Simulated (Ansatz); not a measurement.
Mulliken charges of `SB(Cl)Br` from r2SCAN/def2-TZVPP in Ansatz (PBE0-D4/def2-TZVP geometry).

| atom | x (Å) | y (Å) | z (Å) | charge (e) |
| --- | --- | --- | --- | --- |
| S1 | 0.336 | 1.342 | 0.329 | -0.086 |
| B2 | 0.141 | -0.425 | 0.177 | 0.150 |
| Cl3 | 1.003 | -1.435 | 1.306 | -0.109 |
| Br4 | -0.962 | -1.230 | -1.161 | -0.070 |
| H5 | -0.468 | 1.675 | -0.693 | 0.115 |

**Question.** By hand: the dipole of these point charges (1 e Å = 4.8032 D).

**Answer.** Σ q r = (-0.104, 0.256, -0.143) e Å, of length 0.311 e Å = 1.49 D.

**Question.** How does the dipole of the full density compare? (Best estimate.)

**Answer.** Ansatz gave: (-0.078, 0.201, -0.108) e Å, 1.16 D; the point charges give 1.28 times that, at 1° from its direction.

Point charges leave out the atoms' own dipoles, such as those of lone pairs, and Mulliken's split depends on the basis, so the two needn't agree.
